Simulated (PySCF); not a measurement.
Computed with PySCF with PBE0-D4/def2-TZVP // PBE0-D4/def2-SVP. All species are isolated molecules in the gas phase. One relaxed conformer stands for a flexible species; it need not be the lowest. Excitations are Tamm–Dancoff values on a coarser integration grid. The basis has no diffuse functions, so Rydberg states are missing or too high.

Reference species (SMILES): `Bc1cc(S)cs1` (neutral, multiplicity 1).

```json
{
  "S1–T1 gap (TDA)": "0.89 eV",
  "HOMO–LUMO gap": "4.65 eV",
  "HOMO": "-6.90 eV",
  "T1 excitation (TDA)": "3.03 eV"
}
```

Changed species: `Bc1sccc1S`.

Q: Predict the effect on the S1–T1 gap (TDA), HOMO–LUMO gap, HOMO and T1 excitation (TDA).

A: the S1–T1 gap (TDA) rises by 0.33 eV, to 1.22 eV; the HOMO–LUMO gap decreases by 0.21 eV, to 4.44 eV; the HOMO increases by 0.35 eV, to -6.55 eV; the T1 excitation (TDA) falls by 0.39 eV, to 2.64 eV.
